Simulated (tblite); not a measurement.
Isomers of [C6H14PSi]+ (charge +1). Computed with GFN2-xTB (tblite): harmonic, unscaled wavenumbers at the GFN2-xTB geometry, gas phase. This tight-binding method is rough: wavenumbers can miss measured ones by several per cent, in bad cases by 10 to 20. Modes of hydrogen on phosphorus and silicon can be 10 to 20 % off. One conformer each.

Electronic energies: GFN2-xTB at the same geometries; isomer energies are rough at this level and their order can be wrong.

| SMILES | electronic energy, lowest = 0 (kcal/mol) |
| --- | --- |
| C=C[C@@H]1[C@H]([SiH3])C[P@H+]1C | 22.4 |
| CC[P@H+]1CC=C([SiH3])C1 | 0.0 |
| C=C[P@+]1(C)CC[C@@H]1[SiH3] | 16.4 |

Task: How do GFN2-xTB zero-point energies change the relative energies?

Result: 
```tsv
SMILES	ZPE (kcal/mol)	of it from modes above 1550 cm⁻¹	electronic (kcal/mol)	with ZPE, lowest = 0 (kcal/mol)	lowest mode (cm⁻¹)	rings
CC[P@H+]1CC=C([SiH3])C1	109.2	58.5	0.0	0.0	28	1
C=C[P@+]1(C)CC[C@@H]1[SiH3]	109.3	59.7	16.4	16.5	22	1
C=C[C@@H]1[C@H]([SiH3])C[P@H+]1C	108.5	58.7	22.4	21.8	55	1
```

The zero-point energies span 0.8 kcal/mol, from `C=C[C@@H]1[C@H]([SiH3])C[P@H+]1C` to `C=C[P@+]1(C)CC[C@@H]1[SiH3]`. The order is unchanged.
